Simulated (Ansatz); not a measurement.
This geometry of CH5NOSi (9 atoms, charge 0, multiplicity 1) is a first-order saddle point.

All numbers below come from RKS B3LYP/def2-SVP in Ansatz.

```xyz
9
Properties=species:S:1:pos:R:3
N 0.414 1.506 -0.543
C 0.432 0.204 -0.407
O 1.349 -0.253 -1.188
Si -0.621 -0.959 0.685
H 1.369 1.065 -1.365
H -0.214 2.147 -0.062
H -1.314 -1.927 -0.205
H 0.291 -1.670 1.619
H -1.617 -0.158 1.449
```

Task: Which two structures does it join? (They come from a converged band through this point; their orientation in space is the band's.)

Result: Bonds broken: N1–H5. Bonds formed: O3–H5.

Image 0:

```xyz
9
Properties=species:S:1:pos:R:3
N 0.491 1.371 -0.608
C 0.583 0.014 -0.518
O 1.390 -0.642 -1.156
Si -0.610 -0.942 0.672
H 1.124 1.860 -1.236
H -0.182 1.907 -0.076
H -1.383 -1.910 -0.151
H 0.231 -1.668 1.662
H -1.557 -0.035 1.394
```

Image 6:

```xyz
9
Properties=species:S:1:pos:R:3
N 0.221 1.677 -0.409
C 0.375 0.416 -0.383
O 1.326 -0.157 -1.156
Si -0.581 -0.892 0.641
H 1.763 0.569 -1.640
H -0.525 1.987 0.217
H -1.251 -1.858 -0.273
H 0.360 -1.621 1.535
H -1.599 -0.167 1.452
```

Task: How far does it lie above each of them?

Result: 43.5 kcal/mol above the first and 30.7 kcal/mol above the second. This is the barrier of this one path; another mechanism may lie lower. The orbitals stay closed-shell, which can raise the energy where a bond breaks towards radicals; this wasn't checked here.

The run took 71 s on 2 threads of Arm Neoverse V1 (shared host), peak memory 0.16 GiB.
